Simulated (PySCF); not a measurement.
Isomers of C9H8O. Level of theory: PBE0-D3(BJ)/def2-SVP geometry optimisation, gas phase (PySCF 2.14.0). Energies are electronic, without zero-point or thermal terms, for one conformer each. No frequencies were run at this level. Point groups hold within 0.08 Å.

Problem. Order them by energy at this level, lowest first, and give relative energies in kcal/mol.
A. `[CH2:1]=[CH:2][c:3]1[cH:4][cH:5][cH:6][c:7](=[O:8])[cH:9][cH:10]1` with C1–C2–C3–C4 178°
B. `[CH3:1][C:2]#[C:3][c:4]1[cH:5][cH:6][cH:7][c:8]([OH:9])[cH:10]1` with C7–C8–O9–H 180°
C. `[CH2:1]=[CH:2][c:3]1[cH:4][cH:5][c:6]([OH:7])[c:8]2[c:9]1[CH2:10]2` with C1–C2–C3–C4 180°, C5–C6–O7–H 180°
D. `[CH3:1][O:2][c:3]1[cH:4][cH:5][cH:6][c:7]2[c:8]1[CH:9]=[CH:10]2` with C1–O2–C3–C4 0°

Solution. B (0.0), A (4.9), C (31.8), D (34.7).

As drawn, the lowest has a C≡C bond and an O–H bond, which the highest lacks; the highest has a four-membered ring and a C=C bond outside aromatic rings, which the lowest lacks.

```
           SMILES      E (Eh)  E rel (kcal/mol)  dipole (D)  point group       A, B, C (MHz)
  CC#Cc1cccc(O)c1  -422.15747               0.0        1.79      near Cs  3186, 681.9, 563.7
 C=Cc1cccc(=O)cc1  -422.14966               4.9        4.49      near Cs  3004, 879.2, 680.3
C=Cc1ccc(O)c2c1C2  -422.10683              31.8        1.36            –  2990, 972.0, 737.2
  COc1cccc2c1C=C2  -422.10225              34.7        1.02           Cs   2398, 1216, 811.0
```
